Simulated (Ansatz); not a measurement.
Consider the formal exchange of groups at the Sn–Ge bond: `[OH][GeH2][SnH3]` + `[CH3][AlH][CH3]` → `[CH3][Al]([CH3])[SnH3]` + `[OH][GeH3]`.

Isolated molecules relaxed with PBE0-D4/def2-TZVP in Ansatz; ΔE leaves out vibrations. CBS: MP2 limit from def2 TZ/QZ plus the TZ coupled-cluster correction, frozen cores. DFT in def2-TZVPP. B3LYP here is the variant with VWN-RPA as its local correlation; programs differ in this. def2 core potentials past Kr. For Ge, Sn outer-core shells are correlated without core-valence functions, which leaves a few kJ/mol of doubt a bond. Scalar relativity is left out up to krypton. Each species was taken in one conformer, which may not be the lowest.

Is it downhill or uphill in electronic energy at CCSD(T)/CBS, and by how much? (Best estimate.)

Computed: Downhill: ΔE = -9.3 kJ/mol.

What do these levels give: r2SCAN-D4, B3LYP-D4, ωB97X-V, PBE0, SCS-MP2/def2-QZVPP, CCSD/CBS(def2)? (Estimate.)

The calculation gave: r2SCAN-D4 -7.7, B3LYP-D4 -4.2, ωB97X-V -6.0, PBE0 -9.0, SCS-MP2/def2-QZVPP -8.3, CCSD/CBS(def2) -8.9 kJ/mol.

Largest T1 diagnostic among the species: 0.013.
